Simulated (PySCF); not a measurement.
Working out the ionisation energy of P+

P+ [Ne] 3s2 3p2 (3P) → P(2+) [Ne] 3s2 3p1 (2P). Computed with PySCF 2.14 in aug-cc-pwCVTZ, with the non-relativistic Hamiltonian (point nucleus). Frozen: nothing. Energies in hartree (1 hartree = 27.21139 eV):

```csv
part,P+ (lower),P(2+) (upper)
UHF,-340.352469,-339.648249
CCSD correlation,-0.372131,-0.353107
(T),-0.005100,-0.003886
```

What does Hartree-Fock give?

(-339.648249) − (-340.352469) = 0.704220 hartree = 19.163 eV.

What do CCSD and CCSD(T) give?

The CCSD correlation energies differ by 0.019024 hartree = 0.518 eV and the triples by 0.001214 hartree = 0.033 eV, so CCSD gives 19.681 eV and CCSD(T) 19.714 eV.

A first-order spin-orbit estimate adds -0.007 eV to CCSD(T) (all electrons), giving 19.707 eV against 19.769 eV (semi-empirical (NIST evaluation); NIST Atomic Spectra Database, ionization energies).

What remains against the reference includes basis incompleteness and higher excitations.
